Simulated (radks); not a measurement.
Values are calculated unless marked as measured or tabulated.
Question: Ru+, configuration [Ar] 3d10 4s1.75 4p6 4d7 5p0.25 (fractional occupations, a model configuration). Level of theory: Dirac Kohn-Sham, PBE, spin-unpolarised, spherical densities, finite nucleus; open shells fill j = l - 1/2 first; Fermi nuclear charge, rms radius 4.4809 fm (a radial shooting solver on a logarithmic mesh with Libxc functionals).

Spin-orbit splittings of the eigenvalues, e(l+1/2) - e(l-1/2), with zeta = 2 splitting/(2l+1) and mean radii in bohr:

shell  occ.  splitting (eV)  zeta (eV)  <r> j=l-1/2  <r> j=l+1/2
2p        6           130.9      87.29       0.1236       0.1284
3p        6           22.22      14.81       0.3956       0.4063
3d       10               ?          ?       0.3821       0.3855
4p        6           3.396      2.264        1.105        1.135
4d        7          0.3454     0.1382        1.595        1.615
5p     0.25          0.2186     0.1457        3.843        3.947

Estimate the 3d splitting.

Answer: 4.328 eV (zeta = 1.731 eV).
